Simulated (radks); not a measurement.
Values are calculated unless marked as measured or tabulated.
Neutral tantalum inside a hard spherical wall (all orbitals vanish at R), configuration held at [Xe] 4f14 5d3 6s2 and not refilled when levels cross. Level of theory: scalar-relativistic Kohn-Sham, PBEsol, spin-polarised, spherical densities, point nucleus; open shells are filled with parallel spins first (spin-orbit coupling, left out, can overturn this in heavy ions) (a radial shooting solver on a logarithmic mesh with Libxc functionals). Eigenvalues in eV for spin up, with the zero of energy where the potential of the charges vanishes at infinity; a dash marks a level that is unbound or too diffuse for the functional's potential to be trusted. A positive occupied level is held by the wall or, in an anion where self-interaction has pushed it up, behind a barrier. The pressure on the wall is -dE/dV.

R (bohr)  E (hartree)  kinetic (hartree)    e(5p)    e(4f)   e(6s)   e(5d)  e(6p, empty)  e(7s, empty)  pressure (GPa)
free      -15599.9561          17141.664  -39.839  -24.591  -5.917  -4.242        -1.566             -               0
20        -15599.9561          17141.664  -39.839  -24.591  -5.917  -4.242        -1.565             -        < 0.0001
8         -15599.9502          17141.714  -39.546  -24.293  -5.687  -3.982        -0.984         4.316           0.246
6         -15599.8971          17142.028  -38.217  -22.906  -4.474  -2.805         1.177        12.725            4.46
3.5       -15598.6477          17146.980  -28.446  -11.863  11.907   7.750        24.989        76.779             352
3         -15597.1978          17152.390  -22.371   -4.646  27.280  15.657        45.252        123.33            1140
1.5       -15537.4895          17347.068   111.45   110.44  404.05  187.22        465.29        921.61          182000
